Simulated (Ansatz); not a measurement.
System: Hg2, charge 2, multiplicity 1. 
Coordinates optimised at B3LYP-D3(BJ)/def2-TZVP (Ansatz, an electronic-structure program):
SMILES: [Hg][Hg+2]
```xyz
2

Hg     0.0000     0.0000    -1.3589
Hg     0.0000     0.0000     1.3589
```
Charge +2, spin multiplicity 1.

Basis-set convergence of Hartree-Fock and MP2 correlation energies (hartree) with Ansatz. Cores are frozen in the correlated levels unless marked. No spin-orbit coupling. Frozen are the shells of the preceding noble gas and the d and f shells that filled before the atom's block. In def2 rows, elements after Kr have scalar-relativistic effective core potentials.

```tsv
basis	functions	E(HF)	E(corr, MP2)
def2-SVPD	70	-304.33873	-0.51649
def2-TZVPPD	124	-304.34933	-0.77056
def2-QZVPPD	176	-304.35073	-0.81229
```

Extrapolating the two largest sets (X = 3 and 4) as X^-3: E(corr) = (64·(-0.81229) - 27·(-0.77056))/37 = -0.8427 Eh, an estimate of the basis-set limit. The largest set recovers 96.4 % of it, the smallest 61.3 %.
